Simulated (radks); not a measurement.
Effect of the nuclear size on neutral platinum, [Xe] 4f14 5d9 6s1. All-electron calculation, Dirac Kohn-Sham, exchange-only LDA, spin-unpolarised, spherical densities, finite nucleus; open shells fill j = l - 1/2 first; Fermi nuclear charge, rms radius 5.427 fm. Program: a radial shooting solver on a logarithmic mesh with Libxc functionals. The rms radius is varied about that value; shifts are against it.

| rms radius (fm) | total energy shift (eV) | density at nucleus (e/bohr^3) | 1s1/2 shift (meV) | 2s1/2 shift (meV) | 5s1/2 shift (meV) | 5p1/2 shift (meV) | 6s1/2 shift (meV) | 5d5/2 shift (meV) | 6p1/2 (empty) shift (meV) |
|---|---|---|---|---|---|---|---|---|---|
| 4.4556 | -29.0 | 2.123e+06 | -11600 | -1700 | -18.6 | 0.055 | -1.34 | 0.536 | 0.155 |
| 5.0308 | -12.2 | 2.025e+06 | -4920 | -719 | -7.88 | 0.022 | -0.564 | 0.226 | 0.066 |
| 5.427 | 0 | 1.966e+06 | 0.000 | 0.000 | 0.000 | 0.000 | 0.000 | 0.000 | 0.000 |
| 5.8449 | 13.5 | 1.91e+06 | 5430 | 795 | 8.70 | -0.024 | 0.623 | -0.250 | -0.072 |
| 6.545 | 37.5 | 1.828e+06 | 15100 | 2200 | 24.1 | -0.064 | 1.73 | -0.694 | -0.201 |

Slopes of the eigenvalues against <r^2> in GHz/fm^2, as finite differences over the two radii next to the reference (eigenvalue slopes, not the field-shift constants of lines): 1s1/2 283000, 2s1/2 41300, 5s1/2 453, 5p1/2 -1.27, 6s1/2 32.4, 5d5/2 -13.0, 6p1/2 (empty) -3.77.
